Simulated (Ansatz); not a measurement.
Two isomers of CH8BFSi2: A = `BC(F)[SiH2][SiH3]`, B = `FB([SiH3])C[SiH3]`.

Gas-phase electronic energies from Ansatz, PBE0-D4/def2-TZVP geometries. CCSD(T)/CBS is the MP2 limit (def2-TZVPP, def2-QZVPP) plus CCSD(T) − MP2 in def2-TZVPP, frozen cores. DFT in def2-TZVPP. B3LYP here is the variant with VWN-RPA as its local correlation; programs differ in this. One conformer a species, not always the lowest.

Question: Which is lower in electronic energy at CCSD(T)/CBS, and by how much? (Best estimate.)

Answer: Computed: B, by 242.0 kJ/mol.

Question: Give E(B) − E(A) in kJ/mol with PBE-D4, HF/def2-TZVPP, MP2/def2-TZVPP, PBE0-D4, r2SCAN-D4, B3LYP, CCSD/def2-TZVPP. (An estimate is asked.)

Answer: Computed: PBE-D4 -222.1, HF/def2-TZVPP -252.0, MP2/def2-TZVPP -252.6, PBE0-D4 -230.4, r2SCAN-D4 -233.9, B3LYP -235.3, CCSD/def2-TZVPP -246.1. None reverses the order clearly.

Largest T1 diagnostic: 0.014.

From PBE to PBE0 (25 % exact exchange), in def2-TZVPP and without D4, E(B) − E(A) moves by −8.2 kJ/mol.
